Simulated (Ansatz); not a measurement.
CH6GeS⁺, that is Ge(SMe)H3 with one electron fewer. Total charge 1; doublet. Geometry PBE-D4/def2-SVP.

```
atom   x (Å)   y (Å)   z (Å)
 Ge1   0.668   1.546   0.052
  S2  -1.074   0.103   0.719
  C3  -0.646  -1.465  -0.040
  H4  -0.617  -1.349  -1.148
  H5  -1.410  -2.210   0.254
  H6   0.368  -1.783   0.293
  H7   1.898   0.841   0.663
  H8   0.232   2.870   0.694
  H9   0.580   1.446  -1.486
```

Question: Estimate the α-spin orbital energies around the gap (eV) in Ansatz with PBE-D4/def2-TZVP, PBE0-D4/def2-TZVP.

Answer: 
```json
{"orbital": "HOMO−5", "PBE-D4/def2-TZVP": "-16.31", "PBE0-D4/def2-TZVP": "-17.90"}
{"orbital": "HOMO−4", "PBE-D4/def2-TZVP": "-15.60", "PBE0-D4/def2-TZVP": "-17.00"}
{"orbital": "HOMO−3", "PBE-D4/def2-TZVP": "-14.20", "PBE0-D4/def2-TZVP": "-15.56"}
{"orbital": "HOMO−2", "PBE-D4/def2-TZVP": "-13.92", "PBE0-D4/def2-TZVP": "-15.22"}
{"orbital": "HOMO−1", "PBE-D4/def2-TZVP": "-13.36", "PBE0-D4/def2-TZVP": "-14.64"}
{"orbital": "HOMO", "PBE-D4/def2-TZVP": "-12.99", "PBE0-D4/def2-TZVP": "-14.42"}
{"orbital": "LUMO", "PBE-D4/def2-TZVP": "-6.78", "PBE0-D4/def2-TZVP": "-5.89"}
{"orbital": "LUMO+1", "PBE-D4/def2-TZVP": "-5.99", "PBE0-D4/def2-TZVP": "-4.97"}
{"orbital": "LUMO+2", "PBE-D4/def2-TZVP": "-5.42", "PBE0-D4/def2-TZVP": "-4.44"}
{"orbital": "LUMO+3", "PBE-D4/def2-TZVP": "-4.46", "PBE0-D4/def2-TZVP": "-3.58"}
{"orbital": "LUMO+4", "PBE-D4/def2-TZVP": "-4.32", "PBE0-D4/def2-TZVP": "-3.42"}
{"orbital": "LUMO+5", "PBE-D4/def2-TZVP": "-3.39", "PBE0-D4/def2-TZVP": "-2.43"}
{"orbital": "β HOMO", "PBE-D4/def2-TZVP": "-13.11", "PBE0-D4/def2-TZVP": "-14.34"}
{"orbital": "β LUMO", "PBE-D4/def2-TZVP": "-11.51", "PBE0-D4/def2-TZVP": "-10.44"}
```
